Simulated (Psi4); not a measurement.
C4H8O2 (SMILES C1COCCO1), singlet, geometry from GFN2-xTB; Psi4 1.11 with OMP2/STO-3G.

Psi4 was given this input:
```
memory 2 GB

molecule mol {
0 1
C     1.247602    0.545664   -0.003314
C     0.930822   -0.856959    0.503451
O    -0.159910   -1.431509   -0.194484
C    -1.079178   -0.471116   -0.683883
C    -1.099246    0.782410    0.183746
O     0.159910    1.431509    0.194484
H     2.096931    0.966806    0.539985
H     1.501618    0.498592   -1.072649
H     1.784703   -1.521487    0.351185
H     0.705205   -0.813945    1.579306
H    -0.818025   -0.196019   -1.716519
H    -2.060881   -0.950849   -0.687076
H    -1.820753    1.505531   -0.204094
H    -1.388798    0.511371    1.209863
}

set {
  basis sto-3g
  reference rhf
}

energy('omp2')
print_variables()
```

**Question.** Predict the main parts of the log of this Psi4 run.

**Answer.** 
```
    For method 'OMP2', SCF Algorithm Type (re)set to DISK_DF.

   => Loading Basis Set <=

    Name: STO-3G
    Role: ORBITAL
    Keyword: BASIS

         ---------------------------------------------------------
                                   SCF
               by Justin Turney, Rob Parrish, Andy Simmonett
                          and Daniel G. A. Smith
                              RHF Reference
         ---------------------------------------------------------

  ==> Geometry <==

    Molecular point group: c1
    Full point group: C1

    Geometry (in Angstrom), charge = 0, multiplicity = 1:

       Center              X                  Y                   Z               Mass
    ------------   -----------------  -----------------  -----------------  -----------------
         C            1.247602000000     0.545664136282    -0.003314011446    12.000000000000
         C            0.930822000000    -0.856958863718     0.503450988554    12.000000000000
         O           -0.159910000000    -1.431508863718    -0.194484011446    15.994914619570
         C           -1.079178000000    -0.471115863718    -0.683883011446    12.000000000000
         C           -1.099246000000     0.782410136282     0.183745988554    12.000000000000
         O            0.159910000000     1.431509136282     0.194483988554    15.994914619570
         H            2.096931000000     0.966806136282     0.539984988554     1.007825032230
         H            1.501618000000     0.498592136282    -1.072649011446     1.007825032230
         H            1.784703000000    -1.521486863718     0.351184988554     1.007825032230
         H            0.705205000000    -0.813944863718     1.579305988554     1.007825032230
         H           -0.818025000000    -0.196018863718    -1.716519011446     1.007825032230
         H           -2.060881000000    -0.950848863718    -0.687076011446     1.007825032230
         H           -1.820753000000     1.505531136282    -0.204094011446     1.007825032230
         H           -1.388798000000     0.511371136282     1.209862988554     1.007825032230

  Running in c1 symmetry.

  Rotational constants: A =      0.17348  B =      0.15144  C =      0.09392 [cm^-1]
  Rotational constants: A =   5200.74566  B =   4540.12638  C =   2815.69515 [MHz]
  Nuclear repulsion =  264.941786567051963

  Charge       = 0
  Multiplicity = 1
  Electrons    = 48
  Nalpha       = 24
  Nbeta        = 24

  ==> Algorithm <==

  SCF Algorithm Type is DISK_DF.
[...]
  @DF-RHF Final Energy:  -301.97421177170133
    Total Energy =                       -301.9742117717013343
  DIE_IF_NOT_CONVERGED          => (empty)
[...]

 ==============================================================================
 ================ Performing DF-OMP2 iterations... ============================
 ==============================================================================
	            Minimizing DF-MP2-L Functional
	            ------------------------------
 Iter       E_total           DE           RMS MO Grad      MAX MO Grad      RMS T2
 ----    ---------------    ----------     -----------      -----------     ----------
	successfully fired up coupled DIIS...
   1     -302.2473917714     -2.40e-03       3.59e-04         3.23e-03        2.50e-05
   2     -302.2474222701     -3.05e-05       4.75e-05         4.93e-04        3.12e-06
   3     -302.2474228194     -5.49e-07       1.68e-06         1.49e-05        9.91e-08
   4     -302.2474228201     -6.97e-10       1.46e-07         1.17e-06        8.68e-09

 ==============================================================================
 ======================== DF-OMP2 ITERATIONS ARE CONVERGED ====================
 ==============================================================================

	Computing MP2 energy using optimized MOs...
	=======================================================================
	Nuclear Repulsion Energy (a.u.)    :   264.94178656705196
	DF-HF Energy (a.u.)                :  -301.97421177170133
	REF Energy (a.u.)                  :  -301.97152523243540
	DF-MP2 Correlation Energy (a.u.)   :    -0.27321104827200
	DF-MP2 Total Energy (a.u.)         :  -302.24742281997334
	=======================================================================

	=======================================================================
	================ DF-OMP2 FINAL RESULTS ================================
	=======================================================================
	Nuclear Repulsion Energy (a.u.)    :   264.94178656705196
	DF-HF Energy (a.u.)                :  -301.97421177170133
	REF Energy (a.u.)                  :  -301.97152523243540
	DF-OMP2 Correlation Energy (a.u.)  :    -0.27321104839825
	Edfomp2 - Eref (a.u.)              :    -0.27589758766419
	DF-OMP2 Total Energy (a.u.)        :  -302.24742282009959
	=======================================================================

  Variable Map:
  ----------------------------------------------------------------------------
[...]
  Array Variable Map:
  ----------------------------------------------------------------------------
[...]
[...]
```
